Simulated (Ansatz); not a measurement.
Job for Ansatz (a quantum-chemistry and plane-wave program): R-revPBE/def2-TZVPP on C4H9F (SMILES CCCCF).

Ansatz 0.2 input:
```yaml
crystal:
  periodic: [false, false, false]
  atoms:
    - {symbol: C, position_ang: [-1.96096172, 0.10771423, -0.10509627]}
    - {symbol: C, position_ang: [-0.54112748, 0.37133855, 0.38825531]}
    - {symbol: C, position_ang: [0.51574837, -0.35009349, -0.44757922]}
    - {symbol: C, position_ang: [1.91761470, -0.08182303, 0.05110711]}
    - {symbol: F, position_ang: [2.85235044, -0.75961348, -0.73869017]}
    - {symbol: H, position_ang: [-2.19626473, -0.95843411, -0.07121174]}
    - {symbol: H, position_ang: [-2.08552226, 0.44102376, -1.13784558]}
    - {symbol: H, position_ang: [-2.69753064, 0.63182642, 0.50608565]}
    - {symbol: H, position_ang: [-0.45449680, 0.05858141, 1.43376746]}
    - {symbol: H, position_ang: [-0.34422120, 1.44811325, 0.37398112]}
    - {symbol: H, position_ang: [0.44582419, -0.03348974, -1.49216557]}
    - {symbol: H, position_ang: [0.33458005, -1.42856714, -0.42857748]}
    - {symbol: H, position_ang: [2.16359570, 0.98222577, 0.00226936]}
    - {symbol: H, position_ang: [2.05041138, -0.42880238, 1.07924137]}
basis:
  gaussian:
    orbitals: def2-TZVPP
hamiltonian:
  xc: {name: revPBE}
scf: {lower_state_search: off}
```

The head of its log:

```
WARN ansatz: RAYON_NUM_THREADS=1 ignored (pool sized by the plan → 1); use --threads N
Functional definition: revPBE
these checks for a lower state are left out or cut short: stability, starts, cluster_reference, orbital_swaps, neighbouring_geometries, increment
integrals: 0.20 GiB planned
1407 factors; their error is unknown
mean field: 1.55 GiB planned
mean field evaluation 1: about -6997.8974 eV, gradient 7.8e1 eV
mean field evaluation 2: about -6974.4941 eV, gradient 1.2e2 eV
```

Q: What total energy does the run end on?

A: -257.7041 hartree.
